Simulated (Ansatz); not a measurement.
Ideal-gas functions of `[CH2]1[S][InH]1` at 600 K and 1 bar, from an Ansatz frequency run at PBE0-D4/def2-TZVP.

Molar mass 161.92 g/mol, point group Cs (symmetry number 1), electronic degeneracy 1, moments of inertia 35.361, 162.055, 194.126 u Å². Harmonic wavenumbers (cm⁻¹, unscaled): 264, 405, 438, 508, 695, 698, 965, 982, 1422, 1959, 3117, 3201.

Use S(trans) = R[1.5 ln M + 2.5 ln T − 1.1517]; rotational temperatures θ = 24.2544 K / I; S(rot) = R[ln(√π/σ · √(T³/θAθBθC)) + 1.5]; for each mode x = 1.438777 ν̃/T, S = R[x/(eˣ − 1) − ln(1 − e⁻ˣ)] and H = RT x/(eˣ − 1); 1 cm⁻¹ = 0.0119627 kJ/mol; R = 8.31446 J/(mol·K).

Problem. By hand: the entropy, in J/(mol·K).

Solution. Translation 186.8. Rotation: θ = 0.6859, 0.1497, 0.1249 K, giving 115.1. Vibration, mode by mode: 12.25, 8.88, 8.28, 7.17, 4.97, 4.94, 2.98, 2.88, 1.25, 0.44, 0.04, 0.03, in all 54.1. Electronic 0.0. Sum 356.0 J/(mol·K).

Problem. By hand: H − E and G − E in kJ/mol, counted from the electronic energy.

Solution. Zero-point energy ½ × 14654 × 0.0119627 = 87.7; thermal vibration 19.1; translation, rotation and pV give 4 RT = 20.0. H − E = 126.8 kJ/mol, and G − E = 126.8 − 600 × 356.0/1000 = -86.8 kJ/mol.

Vibration gives 15 % of the entropy.
